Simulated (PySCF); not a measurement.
# Reading the logs of faulty runs: BGe2H6N

All numbers below are calculated, not measured. They come from PySCF 2.14.0, an open-source quantum chemistry program, on an isolated molecule that a program drew, which may never have been made. The molecule is BGe2H6N (charge 0, singlet), drawn as the SMILES string `[NH2][Ge][BH][GeH3]`.

Each row is a Hartree-Fock (HF) and frozen-core CCSD(T) single point in the cc-pVDZ basis, meant for a local HF minimum. Run 1 is clean. Each other run has one planted mistake out of seven kinds, and not every kind appears here: one electron removed, one electron added, multiplicity raised by two, geometry at a saddle point, minimal basis STO-3G, one bond length entered in bohr, all coordinates scaled. The reference is restricted for singlets and unrestricted otherwise, and also for a bond in bohr. Adding or removing an electron swaps singlet and doublet. Electrons count all cores. HOMO and LUMO are orbital energies over both spins, the gradient is its largest component, and the lowest frequency (negative if imaginary) is given only where the gradient is small. Bond lengths are over the 9 bonds as drawn. T1 is the CCSD diagnostic: over 0.02 (restricted) or 0.045 (unrestricted) a single reference is doubtful. Germanium has the cc-pVDZ-PP basis, with a core potential (ECP10MDF) in place of its 10 inner electrons, and its 3s, 3p and 3d shells are frozen in CCSD(T).

Geometry of the clean run:
```xyz
10
BGe2H6N, angstrom
N     0.2347    1.4201    2.7417
Ge   -0.5778    2.3459    1.4060
B    -0.6844    0.7765   -0.0209
Ge    0.8298    0.3132   -1.3915
H     0.4523    1.8673    3.6121
H     0.5118    0.4572    2.7471
H    -1.6921    0.1255   -0.1238
H     1.9770    1.3358   -1.4088
H     0.2985    0.1882   -2.8278
H     1.4354   -1.0456   -0.9955
```

| run | electrons | basis functions | <S^2> | HOMO (eV) | LUMO (eV) | gradient (hartree/bohr) | lowest frequency (cm^-1) | mean bond (Å) | longest bond (Å) | T1 | HF (hartree) | CCSD(T) (hartree) | mistake |
|---|---|---|---|---|---|---|---|---|---|---|---|---|---|
| 1 | 82 | 104 | 0.000 | -8.13 | 1.15 | 1.7e-05 | 47 | 1.5396 | 2.124 | 0.0193 | -669.34208 | -669.84611 | no fault |
| 2 | 83 | 104 | 0.771 | -1.17 | 6.30 | 2.6e-02 | - | 1.5396 | 2.124 | 0.0191 | -669.33969 | -669.86131 | one electron added |
| 3 | 81 | 104 | 0.788 | -15.51 | -6.01 | 2.9e-02 | - | 1.5396 | 2.124 | 0.0234 | -669.08314 | -669.56294 | one electron removed |
| 4 | 82 | 104 | 2.029 | -6.24 | 0.17 | 2.5e-02 | - | 1.5396 | 2.124 | 0.0400 | -669.27757 | -669.75731 | ? |

**Which mistake was planted in run 4, and what did it cost?**

Electrons, basis and geometry are unchanged, and <S^2> is 2.029, beside S(S+1) = 2.00 for a multiplicity of 3. So the mistake is: multiplicity raised by two. Subtracting run 1 and multiplying by 627.51 kcal/mol a hartree, the energy moved by 40.5 kcal/mol in HF and 55.7 kcal/mol in CCSD(T).

